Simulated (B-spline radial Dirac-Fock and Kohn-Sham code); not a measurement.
Ba²⁺: eigenvalues, ΔSCF and the reference

System: Ba²⁺, [Kr] 4d10 5s2 5p6.

The density-functional columns are spherical, spin-unpolarised Dirac-Kohn-Sham results without Breit or QED terms: −ε is minus the orbital energy of the initial state and ΔSCF the difference of two total energies. The reference in the last column comes from Dirac-Fock energy differences between relaxed states, corrected for Breit and QED terms. All numbers are from a B-spline atomic structure program, in eV; a selection of levels is shown. The Kohn-Sham columns are given as differences from the reference. For the 1s level of heavy atoms much of the gap between ΔSCF and the reference is the Breit and QED part, -139.0 eV here; for other levels the error of the functional can be larger.

```csv
level,PBE −ε − DF,PBE ΔSCF − DF,LDA −ε − DF,LDA ΔSCF − DF,Dirac-Fock
1s,-221.8,+167.6,-261.1,+127.1,37460.4
2s,-122.8,-51.6,-127.8,-56.4,6017.1
2p1/2,-93.5,-4.5,-95.4,-6.3,5646.6
2p3/2,-98.3,-15.9,-99.7,-17.2,5269.7
3s,-63.4,-38.5,-64.9,-39.9,1317.5
3p1/2,-51.4,-25.5,-51.9,-25.9,1162.3
3p3/2,-50.8,-26.0,-51.1,-26.2,1087.9
3d3/2,-32.5,-4.5,-32.2,-4.2,818.3
3d5/2,-32.9,-5.3,-32.6,-5.0,803.0
4s,-29.0,-17.2,-29.5,-17.7,285.1
4p1/2,-22.7,-11.2,-22.9,-11.4,226.7
4p3/2,-22.6,-11.4,-22.9,-11.7,211.2
4d3/2,-10.3,+0.2,-10.2,+0.3,113.9
4d5/2,-10.3,+0.1,-10.2,+0.2,111.3
5s,-8.6,-2.4,-8.3,-2.1,54.51
5p1/2,-4.7,+1.0,-4.5,+1.2,37.05
5p3/2,-4.6,+0.9,-4.4,+1.1,34.84
```

For the outermost level NIST gives 35.8438 eV (measured); the differences from it are PBE −ε -5.60, PBE ΔSCF -0.09, LDA −ε -5.44, LDA ΔSCF +0.08, Dirac-Fock -1.00 eV.

Values without a named source are computed, but for edge energies of neutral atoms, which are taken from tables.
